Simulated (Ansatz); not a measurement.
Start from `OC(F)[SiH3]` and change one atom or group to get `OC(O)(F)[SiH3]`.

Ansatz, PBE0-D4/def2-TZVP geometries, multiplicity 1. Each molecule was computed in one conformer, which needn't be the lowest.

```csv
property,`OC(F)[SiH3]`
HOMO–LUMO gap (B3LYP/def2-TZVPP) / eV,8.47
size of the dipole moment (PBE/def2-TZVPP) / D,1.69
size of the dipole moment (B3LYP/def2-TZVPP) / D,1.75
size of the dipole moment (ωB97M-V/def2-TZVPP) / D,1.75
HOMO energy (PBE0/def2-TZVPP) / eV,-8.50
HOMO–LUMO gap (PBE0/def2-TZVPP) / eV,8.98
```

(1) What does the change do to each property? (An estimate is asked.)

## Answers

(1) Computed: 
| property | `OC(O)(F)[SiH3]` | shift |
| --- | --- | --- |
| HOMO–LUMO gap (B3LYP/def2-TZVPP) / eV | 8.29 | -0.18 |
| size of the dipole moment (PBE/def2-TZVPP) / D | 1.87 | 0.18 |
| size of the dipole moment (B3LYP/def2-TZVPP) / D | 1.96 | 0.21 |
| size of the dipole moment (ωB97M-V/def2-TZVPP) / D | 1.96 | 0.21 |
| HOMO energy (PBE0/def2-TZVPP) / eV | -8.46 | 0.04 |
| HOMO–LUMO gap (PBE0/def2-TZVPP) / eV | 8.78 | -0.20 |

Dipoles are sizes alone; their direction can turn.

B3LYP here is the variant with VWN-RPA as its local correlation; programs differ in this.
